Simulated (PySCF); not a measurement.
Dissociation curve of SMILES C[SeH]. The C1–Se5 bond (C1 also carries H, H, H; Se5 carries H) is stretched with both fragments frozen at the PBE0/def2-TZVP optimised geometry.

- UMP2/3-21G = PySCF 2.14.0 with unrestricted MP2 (frozen core)/3-21G
- UKS-M06-2X/6-31G* = unrestricted M06-2X/6-31G*, spherical d run with PySCF
- RKS-M06-2X/6-31G* = restricted M06-2X/6-31G*, spherical d run with PySCF
- UCCSD(T) = CCSD(T) on UHF/cc-pVDZ, 10 core orbitals frozen run with PySCF

Energies relative to the lowest point of each curve near equilibrium, in kcal/mol; the last columns give the difference from UCCSD(T):

```json
[
 {"R / Å": "1.57", "UMP2/3-21G": "71.2", "UKS-M06-2X/6-31G*": "59.5", "RKS-M06-2X/6-31G*": "59.5", "UCCSD(T)": "62.2", "UMP2/3-21G − UCCSD(T)": "9.0", "UKS-M06-2X/6-31G* − UCCSD(T)": "-2.7", "RKS-M06-2X/6-31G* − UCCSD(T)": "-2.7"},
 {"R / Å": "1.66", "UMP2/3-21G": "38.1", "UKS-M06-2X/6-31G*": "30.0", "RKS-M06-2X/6-31G*": "30.0", "UCCSD(T)": "31.6", "UMP2/3-21G − UCCSD(T)": "6.4", "UKS-M06-2X/6-31G* − UCCSD(T)": "-1.6", "RKS-M06-2X/6-31G* − UCCSD(T)": "-1.6"},
 {"R / Å": "1.74", "UMP2/3-21G": "19.4", "UKS-M06-2X/6-31G*": "14.0", "RKS-M06-2X/6-31G*": "14.0", "UCCSD(T)": "15.1", "UMP2/3-21G − UCCSD(T)": "4.4", "UKS-M06-2X/6-31G* − UCCSD(T)": "-1.0", "RKS-M06-2X/6-31G* − UCCSD(T)": "-1.0"},
 {"R / Å": "1.82", "UMP2/3-21G": "8.1", "UKS-M06-2X/6-31G*": "5.0", "RKS-M06-2X/6-31G*": "5.0", "UCCSD(T)": "5.5", "UMP2/3-21G − UCCSD(T)": "2.6", "UKS-M06-2X/6-31G* − UCCSD(T)": "-0.6", "RKS-M06-2X/6-31G* − UCCSD(T)": "-0.6"},
 {"R / Å": "1.89", "UMP2/3-21G": "2.7", "UKS-M06-2X/6-31G*": "1.1", "RKS-M06-2X/6-31G*": "1.1", "UCCSD(T)": "1.3", "UMP2/3-21G − UCCSD(T)": "1.3", "UKS-M06-2X/6-31G* − UCCSD(T)": "-0.2", "RKS-M06-2X/6-31G* − UCCSD(T)": "-0.2"},
 {"R / Å": "1.95", "UMP2/3-21G": "0.5", "UKS-M06-2X/6-31G*": "0.0", "RKS-M06-2X/6-31G*": "0.0", "UCCSD(T)": "0.0", "UMP2/3-21G − UCCSD(T)": "0.5", "UKS-M06-2X/6-31G* − UCCSD(T)": "0.0", "RKS-M06-2X/6-31G* − UCCSD(T)": "0.0"},
 {"R / Å": "2.00", "UMP2/3-21G": "0.0", "UKS-M06-2X/6-31G*": "0.3", "RKS-M06-2X/6-31G*": "0.3", "UCCSD(T)": "0.1", "UMP2/3-21G − UCCSD(T)": "-0.1", "UKS-M06-2X/6-31G* − UCCSD(T)": "0.2", "RKS-M06-2X/6-31G* − UCCSD(T)": "0.2"},
 {"R / Å": "2.07", "UMP2/3-21G": "1.0", "UKS-M06-2X/6-31G*": "2.2", "RKS-M06-2X/6-31G*": "2.2", "UCCSD(T)": "1.7", "UMP2/3-21G − UCCSD(T)": "-0.7", "UKS-M06-2X/6-31G* − UCCSD(T)": "0.5", "RKS-M06-2X/6-31G* − UCCSD(T)": "0.5"},
 {"R / Å": "2.16", "UMP2/3-21G": "4.3", "UKS-M06-2X/6-31G*": "6.4", "RKS-M06-2X/6-31G*": "6.4", "UCCSD(T)": "5.4", "UMP2/3-21G − UCCSD(T)": "-1.1", "UKS-M06-2X/6-31G* − UCCSD(T)": "1.0", "RKS-M06-2X/6-31G* − UCCSD(T)": "1.0"},
 {"R / Å": "2.25", "UMP2/3-21G": "9.1", "UKS-M06-2X/6-31G*": "12.0", "RKS-M06-2X/6-31G*": "12.0", "UCCSD(T)": "10.3", "UMP2/3-21G − UCCSD(T)": "-1.2", "UKS-M06-2X/6-31G* − UCCSD(T)": "1.7", "RKS-M06-2X/6-31G* − UCCSD(T)": "1.7"},
 {"R / Å": "2.44", "UMP2/3-21G": "27.4", "UKS-M06-2X/6-31G*": "25.9", "RKS-M06-2X/6-31G*": "25.9", "UCCSD(T)": "22.8", "UMP2/3-21G − UCCSD(T)": "4.6", "UKS-M06-2X/6-31G* − UCCSD(T)": "3.1", "RKS-M06-2X/6-31G* − UCCSD(T)": "3.1"},
 {"R / Å": "2.60", "UMP2/3-21G": "43.0", "UKS-M06-2X/6-31G*": "38.4", "RKS-M06-2X/6-31G*": "38.4", "UCCSD(T)": "34.0", "UMP2/3-21G − UCCSD(T)": "9.0", "UKS-M06-2X/6-31G* − UCCSD(T)": "4.3", "RKS-M06-2X/6-31G* − UCCSD(T)": "4.3"},
 {"R / Å": "2.90", "UMP2/3-21G": "57.4", "UKS-M06-2X/6-31G*": "56.1", "RKS-M06-2X/6-31G*": "60.4", "UCCSD(T)": "52.4", "UMP2/3-21G − UCCSD(T)": "5.0", "UKS-M06-2X/6-31G* − UCCSD(T)": "3.8", "RKS-M06-2X/6-31G* − UCCSD(T)": "8.1"},
 {"R / Å": "3.20", "UMP2/3-21G": "63.3", "UKS-M06-2X/6-31G*": "63.0", "RKS-M06-2X/6-31G*": "79.2", "UCCSD(T)": "63.2", "UMP2/3-21G − UCCSD(T)": "0.1", "UKS-M06-2X/6-31G* − UCCSD(T)": "-0.2", "RKS-M06-2X/6-31G* − UCCSD(T)": "16.0"},
 {"R / Å": "3.52", "UMP2/3-21G": "66.0", "UKS-M06-2X/6-31G*": "66.7", "RKS-M06-2X/6-31G*": "95.2", "UCCSD(T)": "67.6", "UMP2/3-21G − UCCSD(T)": "-1.6", "UKS-M06-2X/6-31G* − UCCSD(T)": "-0.9", "RKS-M06-2X/6-31G* − UCCSD(T)": "27.5"},
 {"R / Å": "3.89", "UMP2/3-21G": "67.4", "UKS-M06-2X/6-31G*": "69.3", "RKS-M06-2X/6-31G*": "109.1", "UCCSD(T)": "69.4", "UMP2/3-21G − UCCSD(T)": "-1.9", "UKS-M06-2X/6-31G* − UCCSD(T)": "-0.1", "RKS-M06-2X/6-31G* − UCCSD(T)": "39.7"},
 {"R / Å": "4.29", "UMP2/3-21G": "68.1", "UKS-M06-2X/6-31G*": "70.9", "RKS-M06-2X/6-31G*": "119.5", "UCCSD(T)": "70.0", "UMP2/3-21G − UCCSD(T)": "-1.9", "UKS-M06-2X/6-31G* − UCCSD(T)": "0.9", "RKS-M06-2X/6-31G* − UCCSD(T)": "49.5"},
 {"R / Å": "4.78", "UMP2/3-21G": "68.4", "UKS-M06-2X/6-31G*": "72.1", "RKS-M06-2X/6-31G*": "128.0", "UCCSD(T)": "70.4", "UMP2/3-21G − UCCSD(T)": "-1.9", "UKS-M06-2X/6-31G* − UCCSD(T)": "1.7", "RKS-M06-2X/6-31G* − UCCSD(T)": "57.6"},
 {"R / Å": "5.28", "UMP2/3-21G": "68.6", "UKS-M06-2X/6-31G*": "72.6", "RKS-M06-2X/6-31G*": "133.6", "UCCSD(T)": "70.5", "UMP2/3-21G − UCCSD(T)": "-1.9", "UKS-M06-2X/6-31G* − UCCSD(T)": "2.1", "RKS-M06-2X/6-31G* − UCCSD(T)": "63.1"},
 {"R / Å": "5.79", "UMP2/3-21G": "68.6", "UKS-M06-2X/6-31G*": "72.7", "RKS-M06-2X/6-31G*": "137.2", "UCCSD(T)": "70.6", "UMP2/3-21G − UCCSD(T)": "-2.0", "UKS-M06-2X/6-31G* − UCCSD(T)": "2.2", "RKS-M06-2X/6-31G* − UCCSD(T)": "66.6"},
 {"R / Å": "6.87", "UMP2/3-21G": "68.6", "UKS-M06-2X/6-31G*": "72.8", "RKS-M06-2X/6-31G*": "141.3", "UCCSD(T)": "70.6", "UMP2/3-21G − UCCSD(T)": "-2.0", "UKS-M06-2X/6-31G* − UCCSD(T)": "2.2", "RKS-M06-2X/6-31G* − UCCSD(T)": "70.7"}
]
```

UMP2/3-21G is furthest from UCCSD(T) at 2.60 (9.0 kcal/mol, above); its mean absolute difference over the points is 2.8 kcal/mol.

UKS-M06-2X/6-31G* is furthest from UCCSD(T) at 2.60 (4.3 kcal/mol, above); its mean absolute difference over the points is 1.5 kcal/mol.

RKS-M06-2X/6-31G* is furthest from UCCSD(T) at 6.87 (70.7 kcal/mol, above); its mean absolute difference over the points is 19.8 kcal/mol.

The unrestricted determinant behind UMP2/3-21G, UCCSD(T) is spin-contaminated at 2.44 to 6.87 Å (<S²> up to 1.0, against 0.00 for a pure singlet). The unrestricted determinant behind UKS-M06-2X/6-31G* is spin-contaminated at 2.90 to 6.87 Å (<S²> up to 1.0, against 0.00 for a pure singlet). The restricted form behind RKS-M06-2X/6-31G* keeps the bonding electrons paired and can't separate into open-shell fragments.
